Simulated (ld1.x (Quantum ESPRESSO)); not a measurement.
PBE TM dataset for magnesium, non-relativistic all-electron reference.

```json
{
  "Element": "Mg",
  "Generator": "ld1.x (Quantum ESPRESSO) 7.5",
  "Type": "norm-conserving Troullier–Martins (Kleinman–Bylander form)",
  "Functional": "PBE",
  "Relativity": "non-relativistic",
  "Frozen core": "[Ne]",
  "Valence charge": "2",
  "Reference configuration": "3s1 3p0 (charge +1)",
  "Partial waves": "3p (bound, empty): rc 2.00 bohr; 3s (bound): rc 2.50 bohr",
  "Local potential": "the s channel",
  "Core correction": "a·sin(br)/r model core, default radius (core density twice the valence density)"
}
```

All-electron outer shells of the reference configuration (PBE, non-relativistic, ld1.x):

```
shell  level (eV)  outermost node (bohr)  outermost maximum (bohr)
   3s      -11.36                   0.90                      2.38
   3p       -7.05                   0.94                      2.90
```

Results:

- Cutoffs needed: 6 Ry and 15 Ry (the cutoffs (Ry, on a coarse ladder) from which the occupation-weighted sum of valence levels, in a spherical-Bessel basis at the reference potential, stays within 10 and 1 mRy of its value at 400 Ry)
- Ghost test: no extra level below or beside the all-electron valence levels (p, s, d, f tested) (spherical-Bessel basis up to 400 Ry, 20 bohr box)
- Largest excitation error: +11 meV (all-electron minus pseudo) for 3s2 3p0, out of 5 test configurations

Generation and tests took about 1.6 s on one core of a shared server CPU.
